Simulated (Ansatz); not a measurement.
Ansatz (an electronic-structure program) input (CCSD(T)/aug-cc-pV(D+d)Z):
A basis named .json is the Basis Set Exchange file of that set.

Ansatz 0.2 input:
```yaml
crystal:
  periodic: [false, false, false]
  atoms:
    - {symbol: C, position_ang: [0.00751336, 1.37087273, 0.17539980]}
    - {symbol: C, position_ang: [-1.14438497, 0.35348504, 0.23860383]}
    - {symbol: S, position_ang: [-0.00513306, -1.04373398, -0.26528146]}
    - {symbol: C, position_ang: [1.14640594, 0.33962309, 0.24881721]}
    - {symbol: H, position_ang: [0.00839729, 2.10697436, 0.97620320]}
    - {symbol: H, position_ang: [0.01493500, 1.89327114, -0.78020484]}
    - {symbol: H, position_ang: [-1.99362645, 0.46471405, -0.42827414]}
    - {symbol: H, position_ang: [-1.47835350, 0.10685418, 1.24474232]}
    - {symbol: H, position_ang: [2.00284367, 0.44053075, -0.41045608]}
    - {symbol: H, position_ang: [1.46838097, 0.08902300, 1.25788018]}
    - {symbol: H, position_ang: [0.00234600, -0.78550894, -1.59231227]}
basis:
  gaussian:
    orbitals: aug-cc-pV_D+d_Z.json
total_charge: 1
magnetization: {spin_polarized: false}
correlation: {method: ccsd_t, electrons: outside_noble_gas}
output: {forces: true}
```

Output:

```
Functional definition: HF
integrals: 0.56 GiB planned
1612 factors; integrals over basis functions are off by at most 9.9e-4 eV
mean field: 0.81 GiB planned
mean field evaluation 1: about -14006.3379 eV, gradient 4.8e1 eV
mean field evaluation 2: about -14006.3679 eV, gradient 4.8e1 eV
mean field evaluation 4: about -14012.4361 eV, gradient 3.7e0 eV
mean field evaluation 8: about -14012.4980 eV, gradient 2.1e-1 eV
mean field evaluation 16: about -14012.3972 eV, gradient 3.7e0 eV
mean field -14012.49823963 eV, -514.9498122941 hartree, gradient 8.6e-6 eV, S^2 0.000000; 0 other end points of the search recorded, 0 dependent functions left out
8 core orbitals not correlated
reference -14012.49823963 eV, -514.9498122941 hartree; 12, 12 occupied and 144, 144 virtual orbitals, 1612 factors
densities: 3.15 GiB planned
second order -15.56128525 eV of doubles, -0.00000000 eV of singles
coupled cluster: 1.60 GiB planned
cycle   1  -16.50831807 eV  change   -9.5e-1 eV  update   8.7e-2
cycle   2  -16.98886377 eV  change   -4.8e-1 eV  update   2.6e-2
cycle   3  -17.05333190 eV  change   -6.4e-2 eV  update   9.5e-3
cycle   4  -17.05317014 eV  change    1.6e-4 eV  update   2.7e-3
cycle   5  -17.05342158 eV  change   -2.5e-4 eV  update   8.4e-4
cycle   6  -17.05334317 eV  change    7.8e-5 eV  update   3.0e-4
cycle   7  -17.05330069 eV  change    4.2e-5 eV  update   9.5e-5
cycle   8  -17.05330452 eV  change   -3.8e-6 eV  update   3.4e-5
cycle   9  -17.05329494 eV  change    9.6e-6 eV  update   9.5e-6
cycle  10  -17.05329038 eV  change    4.6e-6 eV  update   3.2e-6
perturbative correction -0.63375651 eV, -0.0232901222 hartree
the calculation of the forces begins
Total energy: -14030.18528652 eV, -515.5997992786 hartree
Atom 0 at     0.007513     1.370873     0.175400 Å, force     0.000821     0.157019     0.028885 eV/Å
Atom 1 at    -1.144385     0.353485     0.238604 Å, force     0.024151    -0.061883    -0.036127 eV/Å
Atom 2 at    -0.005133    -1.043734    -0.265281 Å, force    -0.003034    -0.474547     0.036511 eV/Å
Atom 3 at     1.146406     0.339623     0.248817 Å, force    -0.024575    -0.061588    -0.036344 eV/Å
Atom 4 at     0.008397     2.106974     0.976203 Å, force     0.000288     0.315262     0.363187 eV/Å
Atom 5 at     0.014935     1.893271    -0.780205 Å, force     0.003159     0.189922    -0.450759 eV/Å
Atom 6 at    -1.993626     0.464714    -0.428274 Å, force    -0.382136     0.047979    -0.328177 eV/Å
Atom 7 at    -1.478354     0.106854     1.244742 Å, force    -0.112025    -0.115592     0.466794 eV/Å
Atom 8 at     2.002844     0.440531    -0.410456 Å, force     0.385599     0.043333    -0.324754 eV/Å
Atom 9 at     1.468381     0.089023     1.257880 Å, force     0.106452    -0.116914     0.467768 eV/Å
Atom 10 at     0.002346    -0.785509    -1.592312 Å, force     0.001300     0.077008    -0.186984 eV/Å
Dipole moment:     0.000667     0.004767    -0.143059 e Å
```

It need not be the lowest isomer of its formula.
